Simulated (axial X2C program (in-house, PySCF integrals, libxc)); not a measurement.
**Potential curves of RhAs, 2c**

Calculated with an in-house all-electron X2C program for linear molecules (integrals from PySCF). Two-component (2c) means X2C with spin–orbit coupling and atomic mean-field two-electron Coulomb and Gaunt terms. Basis: Rh dyall-cv3z [12s12p8d5f3g], As dyall-cv3z [9s9p6d4f1g] (cores contracted in-house); Gaussian nuclei, density fitting, unrestricted open shells. Masses: Rh 102.906 u, As 74.922 u.

State: Ω = 4 (⟨Sz⟩ = 2.00, ⟨Lz⟩ = 2.00 at PBE0). Energies in eV from the lowest point of each curve. Fits are polynomials in 1 − R0/R over 0.85 to 1.23 times the lowest point R0.

```csv
R (Å),PBE0
1.9810,0.8250
2.0721,0.3198
2.1404,0.1169
2.2087,0.0201
2.2770,0.0000
2.3567,0.0445
2.4364,0.1385
2.5389,0.3042
2.6641,0.5435
```

The state is a single determinant with fixed occupations, the lowest that a limited PBE0 search found. Density functionals use the spin component along the axis (collinear). PBE0 can misorder states that lie within some tenths of an eV, so this need not be the ground state of the molecule. The nearest other 2c determinant of the search, Ω = 0, lies 0.58 eV up at the distance of the search. The functionals have no current-density term, which raises determinants with orbital currents, atoms included. With several unpaired electrons one determinant need not be a pure state. Open-shell Ω = 0 determinants with evenly filled partner blocks cannot be reached by this program, so the Ω shown need not be the lowest component.

Fit the PBE0 curve near its minimum: give the equilibrium distance and the harmonic wavenumber.

At PBE0, 2c: Re = 2.264 Å, ωe ≈ 279 cm⁻¹; Be follows as 0.0758 cm⁻¹.
